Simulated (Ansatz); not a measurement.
Question: Name a neutral molecule of C, Cl, Si and H with size of the dipole moment (ωB97M-V/def2-TZVPP) between 1.85 and 2.15 D and HOMO–LUMO gap (PBE0/def2-TZVPP) between 5.70 and 6.00 eV (Ansatz, PBE0-D4/def2-TZVP geometry).

Answer: `C=C1[SiH2]C1Cl` (1.94 D, 5.89 eV). Other molecules can fit too; these were computed, each in one conformer that needn't be the lowest.
